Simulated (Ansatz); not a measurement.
Isolated molecules relaxed with PBE0-D4/def2-TZVP in Ansatz; ΔE leaves out vibrations. CCSD(T)/CBS is the MP2 limit (def2-TZVPP, def2-QZVPP) plus CCSD(T) − MP2 in def2-TZVPP, frozen cores. DFT in def2-TZVPP. B3LYP here is the variant with VWN-RPA as its local correlation; programs differ in this. One conformer a species, not always the lowest.

`[SiH3]/C=C\CCl` + `C[CH2][AlH2]` → `C[CH]([AlH2])CCl` + `C=C[SiH3]`  (formal exchange of groups at a C–C bond)

```
             level  ΔE (kcal/mol)  difference from CCSD(T)/CBS
          B3LYP-D4            1.1                          0.9
           ωB97X-V            0.6                          0.4
           ωB97M-V            0.4                          0.2
            B2PLYP            1.1                          0.9
               PBE            1.6                          1.4
            r2SCAN            0.9                          0.7
             B3LYP            1.7                          1.5
     HF/def2-TZVPP            1.3                          1.1
    MP2/def2-TZVPP            0.2                          0.0
   CCSD/def2-TZVPP            0.5                          0.3
CCSD(T)/def2-TZVPP            0.3                          0.1
     HF/def2-QZVPP            1.3                          1.1
    MP2/def2-QZVPP            0.2                          0.0
      HF/CBS(def2)            1.3                          1.1
     MP2/CBS(def2)            0.2                          0.0
    CCSD/CBS(def2)            0.4                          0.2
       CCSD(T)/CBS            0.2                            0
```

Largest T1 diagnostic among the species: 0.011.

In def2-TZVPP, CCSD(T) changes the Hartree–Fock value by −1.0 kcal/mol (the triples alone add −0.2 kcal/mol) and MP2 by −1.0 kcal/mol.
